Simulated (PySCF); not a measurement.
Dipole response of Tl⁻ (thallium, charge -1)

[Xe] 4f14 5d10 6s2 6p2, high-spin 3P determinant. Computed with PySCF 2.14 in aug-cc-pVQZ-DK3 (10s9p7d4f2g, 118 functions), with scalar relativity by spin-free X2C-1e. Coupled (time-dependent) response in atomic units; α is the mean over directions.

```
method  mean α (bohr³)         α xx, yy, zz  C₆ (like pair)   S(−4)
   UHF           570.3  232.0, 739.5, 739.3           12870  358100
```

S(−4) is the Cauchy moment in α(ω) = α(0) + S(−4) ω² + …

Spin-orbit coupling is absent.

α(iu) at UHF:

```
u (hartree)  α(iu) (bohr³)
          0          570.3
     0.0500          284.7
      0.100          150.5
      0.200          64.06
      0.300          37.03
      0.500          18.40
      0.750          10.69
       1.00          7.332
       1.50          4.298
       2.00          2.892
       3.00          1.579
       5.00         0.6728
```

A single London oscillator, α(iu) = α/(1 + u²/ω²), gives C₆ = (3/4) ω α². Matching the computed C₆ needs ω = 4 × 12870 / (3 × 570.3²) = 0.0528 hartree.

For an ion, C₆ is the dispersion term alone; charge-induced terms of lower order in 1/R come first.

The components differ because the open shell of this determinant is not spherical; for a pure term their mean is the scalar polarisability.

Spin-orbit coupling is strong in this species (close to jj coupling), so the high-spin LS determinant is a model state, not a physical level.
